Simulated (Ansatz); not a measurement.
`CB(C)[SeH]` + PH₃ → `P[SeH]` + `CBC` at 400 K and 1 bar (ligand exchange at the Se–B bond).

Calculated with Ansatz (gas phase, PBE0-D4/def2-TZVP geometries, no zero-point term in ΔE). CBS: MP2 limit from def2 TZ/QZ plus the TZ coupled-cluster correction, frozen cores. This one scheme is used for every species. For Se outer-core shells are correlated without core-valence functions, which leaves a few kJ/mol of doubt a bond. Scalar relativity is left out up to krypton. Each species was taken in one conformer, which may not be the lowest.

| species | CCSD(T)/CBS energy (Eh) | H − E (kJ/mol) | S (J/(mol·K)) |
| --- | --- | --- | --- |
| `CB(C)[SeH]` | -2505.86300 | 256.4 | 374.8 |
| PH₃ | -342.72256 | 77.1 | 221.7 |
| `P[SeH]` | -2743.44381 | 86.8 | 298.2 |
| `CBC` | -105.11307 | 246.9 | 312.0 |

H − E and S are ideal-gas, rigid-rotor, harmonic terms from PBE0-D4/def2-TZVP, for one conformer and one mirror image of each species. 1 Eh = 2625.50 kJ/mol, R = 8.31446 J/(mol·K).

By hand: ΔE, ΔH, ΔS and ΔG.

ΔE = (-2743.44381) + (-105.11307) − (-2505.86300) − (-342.72256) = 0.02868 Eh = 75.3 kJ/mol. Δ(H − E) = 86.8 + 246.9 − 256.4 − 77.1 = 0.2, so ΔH = 75.5 kJ/mol. ΔS = 298.2 + 312.0 − 374.8 − 221.7 = 13.7 J/(mol·K). ΔG = 75.5 − 400 × (13.7)/1000 = 70.0 kJ/mol.

By hand: the equilibrium constant, and the temperature at which ΔG would vanish if ΔH and ΔS stayed fixed.

log₁₀ K = −ΔG/(RT ln 10) = -9.1. ΔG = 0 at ΔH/ΔS = 5511 K, far beyond where these terms or the molecules hold.

The number of gas molecules stays the same, so ΔS is small and ΔH decides. A doubt of 5 kJ/mol in ΔE shifts log₁₀ K by 0.7 here. Other conformers and mirror images would add mixing entropy, several J/(mol·K) or more a flexible species. These are equilibria of isolated gas molecules and say nothing of rates. Largest T1 diagnostic: 0.013 (customary marks: 0.02 for closed shells, 0.045 for open ones).
